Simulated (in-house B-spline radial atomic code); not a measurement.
**RPA and G0W0 on CAM-B3LYP: Ar⁷⁺**

Configuration [Ne] 3s1, highest spin, mean-field start CAM-B3LYP. Computed with an all-electron radial atomic-structure program (B-spline basis): all electrons, non-relativistic, point nucleus, each spin shell either full or empty, empty states to l = 9 with an (l + 1/2)⁻⁴ tail; G0W0 by contour deformation at full frequency.

Command:
```bash
python run_gw.py task.json out
```
Settings (radii: box in bohr, nucleus in fm):
```
Z                        18
electrons                11
configuration            [Ne] 3s1
hamiltonian              nr
method                   camb3lyp
lmax                     9
spin_polarised           True
box_radius               8.41
intervals                47
ion_configuration        [He] 2s2 2p6
```

Cost of the run: 1.4 s on 1 thread of Arm Neoverse V2, on a shared host.

Energies (hartree):

```json
{"term": "mean-field total", "value": "-511.64213"}
{"term": "Hartree-Fock functional on these orbitals", "value": "-511.19757"}
{"term": "direct second order", "value": "-0.70985"}
{"term": "second-order exchange", "value": "0.26646"}
{"term": "SOSEX correction", "value": "0.25036"}
```

**Question.** What is the RPA correlation energy, and what remains with SOSEX?

**Answer.** RPA gives -0.65727 hartree (-1.63 eV per electron); RPA + SOSEX gives -0.40691, and the second-order doubles -0.44339 hartree (no singles). SOSEX takes back 38 % of the RPA value.

Quasi-particle levels (eV):

| level | occupied | mean field | Σx - vxc | Σc | QP weight | G0W0 |
| --- | --- | --- | --- | --- | --- | --- |
| 3s up | yes | -139.16 | -3.39 | ? | ? | ? |
| 2p down | yes | -376.55 | -21.24 | 2.83 | 0.972 | -394.96 |
| 2p up | yes | -377.12 | -21.49 | 2.89 | 0.964 | -395.73 |
| 2s down | yes | -442.12 | -29.14 | 4.43 | 0.891 | -466.83 |
| 3s down | no | -128.94 | 7.43 | -2.45 | 0.964 | -123.95 |

G0W0 = mean field + (Σx - vxc) + Σc, with Σc (partial-wave tail included) taken at the quasi-particle energy. Only the outer levels were computed.

**Question.** Where does G0W0 put 3s up?

**Answer.** At -144.21 eV, with Σc = -1.66 eV and a quasi-particle weight of 0.979. The tabulated removal energy is 143.457 ± 0.0012 eV (NIST, semi-empirical); the calculation leaves out relativity, Breit and QED terms, and what these don't explain is the method's own error.

**Question.** What does it cost to remove one electron (to [He] 2s2 2p6) by differences of total energies, each species on its own start (correlation terms add to the Hartree-Fock functional)?

**Answer.** CAM-B3LYP 144.21 eV, Hartree-Fock functional 142.43 eV, + RPA 143.76 eV, + RPA + SOSEX 142.92 eV, + second order 143.02 eV. Tabulated: 143.457 ± 0.0012 eV (NIST, semi-empirical); the calculation leaves out relativity, Breit and QED terms, and what these don't explain is the method's own error.
